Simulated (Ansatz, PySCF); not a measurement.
Breaking the Ge1–F2 bond in F2Ge (SMILES [F][Ge][F]) (multiplicity 1 held, fragments rigid). Energies count from the point at 1.758 Å.
Geometry at that point (charge 0, multiplicity 1):
```tsv
atom	x (Å)	y (Å)	z (Å)
Ge	0.0353	-0.0209	0.4157
F	0.5995	1.1803	-0.7378
F	-0.7249	-1.1061	-0.7402
```

Restricted levels (R-, RO-) in cc, def2 and unpolarised 6-31G sets keep to the state of the molecule at rest. U- levels take the lowest unrestricted solution at each point, which mixes spins at long bonds. Left out are points that failed, MP2 points that dive below the minimum, coupled-cluster points behind a jump of the amplitudes or a sharp parting from full CI or MRCI, small-basis points behind a change of solution, and semi-empirical points at long bonds. Levels need not reach the same state.

Correlated levels freeze the cores. Filled d and f shells under p-block atoms count as core. Rows in 3-21G carry no dispersion term and start afresh at each structure; the Pople sets are all-electron and without relativity.

The values were computed with Ansatz (Gaussian basis) for Hartree–Fock, density functionals and correlated methods; PySCF for 3-21G rows. Values without a source in brackets are computed.

Energies in eV.

| R (Å) | R-HF/3-21G | U-PBE/cc-pVTZ | U-B3LYP/cc-pVTZ | R-CCSD(T)/cc-pVTZ |
|---|---|---|---|---|
| 1.407 | ___ | 3.18 | 3.06 | 3.00 |
| 1.582 | 0.20 | 0.57 | 0.51 | 0.45 |
| 1.758 | 0.00 | 0.00 | 0.00 | 0.00 |
| 1.934 | 0.67 | 0.23 | 0.29 | 0.37 |
| 2.110 | ___ | 0.76 | 0.87 | 1.01 |
| 2.374 | 2.97 | 1.68 | 1.85 | 2.08 |
| 2.637 | 4.14 | 2.53 | 2.75 | 3.06 |
| 3.077 | 5.65 | 3.62 | 3.90 | 4.34 |
| 3.517 | 6.83 | 4.28 | 4.51 | 5.05 |
| 4.044 | 7.89 | 4.71 | 4.89 | 3.92 |
| 4.747 | 8.74 | 4.97 | 5.14 | left out |
| 5.627 | 9.28 | 5.10 | 5.28 | left out |

Problem. Complete the blanks.

Solution. 
- 2.110, R-HF/3-21G: 1.60
- 1.407, R-HF/3-21G: 2.70

Doubts at one or more of the structures used: a restricted determinant that unrestricted orbitals would lower (R-HF/3-21G, R-CCSD(T)/cc-pVTZ); a spin-contaminated determinant (U-PBE/cc-pVTZ, U-B3LYP/cc-pVTZ); T1 above 0.05 (R-CCSD(T)/cc-pVTZ); other coupled-cluster roots lie near (R-CCSD(T)/cc-pVTZ).

Ansatz is a quantum-chemistry and plane-wave program.
